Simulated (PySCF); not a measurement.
A side-by-side comparison of computed properties.

First species: vinyl propionate, C5H8O2.
SMILES: `C=COC(=O)CC`

Second species: CH₉ClSi₃.
Numbering: `[SiH3:1][CH:2]([SiH3:3])[SiH2:4][Cl:5]` (hydrogens: H6, H7, H8 on Si1; H9 on C2; H10, H11, H12 on Si3; H13, H14 on Si4)

Levels: B3LYP/def2-SVPD for dipole moment, HOMO energy, LUMO energy, HOMO–LUMO gap, static isotropic polarisability and electronic spatial extent ⟨r²⟩ about the centre of nuclear charge; TDDFT B3LYP/def2-SVPD for lowest singlet excitation; TDA B3LYP/def2-SVPD for lowest triplet excitation (Tamm–Dancoff); GFN2-xTB for rotational constant A and rotational constant C. Geometries: GFN2-xTB. Each structure is a single optimised conformer of the isolated species, non-relativistic unless stated. Electronic properties by PySCF.

Dipoles, sizes and rotational constants follow the conformer. The torsions of the flexible species, by atom-mapped SMILES:
- `[CH2:1]=[CH:2][O:3][C:4](=[O:5])[CH2:6][CH3:7]`: C1–C2–O3–C4 180°, C2–O3–C4–O5 0°, O3–C4–C6–C7 180°
- `[SiH3:1][CH:2]([SiH3:3])[SiH2:4][Cl:5]`: Si1–C2–Si4–Cl5 60°

(1) Which of the two has the higher ⟨r²⟩, and by how much?

(2) Which has the higher rotational constant C?

(3) Which of the two has the higher rotational constant A, and by how much?

(4) Which of the two has the higher HOMO–LUMO gap, and by how much?

(5) Which has the higher S1 energy?

(6) Which has the higher T1 energy?

(7) Which of the two has the higher static isotropic polarisability, and by how much?

(8) Which has the higher HOMO energy?

## Answers

(1) The second: 1387 bohr² against 999 bohr², a difference of 388 bohr².

(2) The first: 1.185 GHz against 0.824 GHz, a difference of 0.361 GHz.

(3) The first: 8.899 GHz against 2.666 GHz, a difference of 6.233 GHz.

(4) The second: 8.02 eV against 6.51 eV, a difference of 1.51 eV.

(5) The second: 7.03 eV against 5.73 eV, a difference of 1.30 eV.

(6) The second: 6.75 eV against 4.27 eV, a difference of 2.48 eV.

(7) The second: 105.8 au against 71.1 au, a difference of 34.7 au.

(8) The first: -7.25 eV against -8.41 eV, a difference of 1.16 eV.

On the first: No computed singlet falls in the visible range (750 to 380 nm, 1.65 to 3.26 eV); S1 lies 2.47 eV above its blue end. A dipole of 1.78 D is allowed in Cs, and pure rotational transitions are dipole-allowed.

On the second: No computed singlet falls in the visible range (750 to 380 nm, 1.65 to 3.26 eV); S1 lies 3.77 eV above its blue end. In wavenumbers S1 is 56700 cm⁻¹ (1 eV = 8065.54 cm⁻¹).
